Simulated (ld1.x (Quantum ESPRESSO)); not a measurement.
**LDA (PZ) TM dataset for manganese, scalar-relativistic all-electron reference.**

| Item | Value |
| --- | --- |
| Element | Mn (Z = 25) |
| Generator | ld1.x (Quantum ESPRESSO) 7.5 |
| Type | norm-conserving Troullier–Martins (Kleinman–Bylander form) |
| Functional | LDA (PZ) |
| Relativity | scalar-relativistic |
| Frozen core | [Ne] |
| Valence charge | 15 |
| Reference configuration | 3s2 3p6 3d5 4s2 4p0 |
| Partial waves | 3p (bound): rc 1.35 bohr; 3d (bound): rc 1.50 bohr; 3s (bound): rc 1.05 bohr |
| Local potential | the s channel |
| Core correction | none |

Occupied shells without a wave of their own: 4s. They enter only through the test configuration that unscreens the potential.

- Cutoffs needed: 140 Ry and 200 Ry (the cutoffs (Ry, on a coarse ladder) from which the occupation-weighted sum of valence levels, in a spherical-Bessel basis at the reference potential, stays within 10 and 1 mRy of its value at 400 Ry)
- Ghost test: no extra level below or beside the all-electron valence levels (p, d, s, f tested) (spherical-Bessel basis up to 400 Ry, 20 bohr box)
- Largest excitation error: -919 meV (all-electron minus pseudo) for 3s2 3p6 3d4 4s0 4p0, out of 7 test configurations
